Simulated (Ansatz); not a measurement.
Relaxation of CH₃BSe (6 atoms, charge 0, multiplicity 1), to a largest force component of 0.02 eV/Å in at most 50 steps.

Theory: RKS B3LYP-D4/def2-SVP (Ansatz 0.2.0).

```xyz
6
Properties=species:S:1:pos:R:3
B -0.698 -0.664 -0.179
C 0.308 0.471 0.193
Se 1.141 -1.101 0.587
H -1.467 -0.861 -1.031
H -1.867 -0.645 -0.166
H 0.025 1.087 1.083
```

Question: Where does it end, and by what steps?

Answer: The run converged. After 10 steps the energy has fallen by 3.985 eV; H4 moved furthest, 0.66 Å.

```csv
step,energy less start (eV),largest force component (eV/Å),accepted
0,0.0000,4.537,yes
1,-1.7323,2.379,yes
2,-2.8248,2.963,yes
3,-3.5462,2.832,yes
4,-3.8933,1.072,yes
5,-3.9671,0.430,yes
6,-3.9806,0.240,yes
7,-3.9833,0.103,yes
8,-3.9845,0.044,yes
9,-3.9848,0.066,yes
10,-3.9850,0.010,yes
```

```xyz
6
Properties=species:S:1:pos:R:3
B -1.051 -0.512 -0.274
C 0.075 0.251 0.424
Se 1.120 -1.154 0.726
H -1.037 -0.642 -1.474
H -1.979 -0.935 0.371
H 0.313 1.281 0.713
```

Whether the end is a true minimum wasn't checked by a vibrational analysis.

The run took 35 s on 1 thread of Arm Neoverse V1 (shared host), peak memory 0.14 GiB.
